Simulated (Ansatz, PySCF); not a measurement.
Torsion H3–O1–Si2–H4 in H4OSi (SMILES O[SiH3]); at each angle all else is relaxed with GFN2-xTB, and the levels are single points there.
Geometry at 60° (charge 0, multiplicity 1):
```xyz
6

O      1.0845    -0.5062    -0.2453
Si    -0.4236     0.0336     0.0286
H      1.8567     0.0045    -0.0201
H     -0.6567     1.2829    -0.6992
H     -0.6252     0.2757     1.4587
H     -1.2208    -1.0720    -0.4755
```

On the grid 0° to 120°, 120° is the highest and 60° the lowest point at CCSD(T)/CBS(cc-pV(T+d)Z, cc-pV(Q+d)Z).

Frozen-core correlation. CBS: X⁻³ extrapolation of the correlation energy, Hartree–Fock from the larger set.

Run with Ansatz (Gaussian basis) for Hartree–Fock, density functionals and correlated methods; PySCF for the dispersion terms. 

PBE/def2-TZVPP gives 0.33 kcal/mol for the energy at 120° less that at 60°.

Predict the shift from PBE, with its sign, for: PBE-D3(BJ)/def2-TZVPP, r2SCAN/def2-TZVPP, PBE0/def2-TZVPP, wB97M-V/def2-TZVPP, MP2/CBS(cc-pV(T+d)Z, cc-pV(Q+d)Z), CCSD(T)/CBS(cc-pV(T+d)Z, cc-pV(Q+d)Z).

PBE-D3(BJ)/def2-TZVPP 0.00; r2SCAN/def2-TZVPP -0.03; PBE0/def2-TZVPP -0.05; wB97M-V/def2-TZVPP -0.06; MP2/CBS(cc-pV(T+d)Z, cc-pV(Q+d)Z) -0.02; CCSD(T)/CBS(cc-pV(T+d)Z, cc-pV(Q+d)Z) -0.03 kcal/mol. 1 of 6 lie above PBE; the widest gap is to wB97M-V/def2-TZVPP.

Ansatz is a quantum-chemistry and plane-wave program.
